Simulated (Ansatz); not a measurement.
Geometry optimisation, Ansatz, RKS PBE/def2-SVP.

Input file:

```yaml
crystal:
  periodic: [false, false, false]
  atoms:
    - { symbol: B, position_ang: [-0.95513, 0.44118, -0.26152] }
    - { symbol: C, position_ang: [0.48863, 0.92757, 0.2904] }
    - { symbol: C, position_ang: [0.82433, -0.35668, 0.23076] }
    - { symbol: "N", position_ang: [-0.44444, -0.86371, -0.26137] }
    - { symbol: H, position_ang: [-2.00053, 0.85254, -0.56257] }
    - { symbol: H, position_ang: [1.06593, 1.77657, 0.59797] }
    - { symbol: H, position_ang: [1.69286, -0.96057, 0.44051] }
    - { symbol: H, position_ang: [-0.67166, -1.8169, -0.47418] }
basis:
  gaussian: { orbitals: def2-SVP }
hamiltonian:
  xc: pbe
relax:
  f_tol: 0.02
  max_steps: 50
output:
  orbitals: {}
```

Run as:

```bash
$ ansatz run input.yaml --threads 1 --pin off --max-ram 2048MiB --backend cpu --events-out ev --progress --plain --runs-dir out
```

**Question.** Where does it end, and by what steps?

**Answer.** It converged. After 13 steps the energy has fallen by 0.383 eV; H7 moved furthest, 0.59 Å.

```tsv
step	energy less start (eV)	largest force component (eV/Å)	accepted
0	0.0000	1.307	yes
1	-0.1112	0.583	yes
2	-0.1230	0.089	yes
3	-0.1233	0.091	yes
4	-0.1243	0.030	yes
5	-0.1313	1.265	yes
6	-0.1864	0.977	yes
7	-0.2589	0.687	yes
8	-0.2807	1.057	yes
9	-0.3438	0.884	yes
10	-0.3737	0.481	yes
11	-0.3820	0.111	yes
12	-0.3827	0.047	yes
13	-0.3828	0.012	yes
```

```xyz
8
Properties=species:S:1:pos:R:3
B -0.876 0.403 -0.095
C 0.386 0.954 0.565
C 0.690 -0.357 0.255
N -0.568 -1.034 0.248
H -1.605 0.789 -0.984
H 1.037 1.830 0.625
H 1.616 -0.836 -0.126
H -0.680 -1.749 -0.488
```

Whether the end is a true minimum wasn't checked by a vibrational analysis.

The run took 11 s on 1 thread of AMD EPYC 9R45 96-Core Processor (Zen 5) (shared host), peak memory 0.15 GiB.
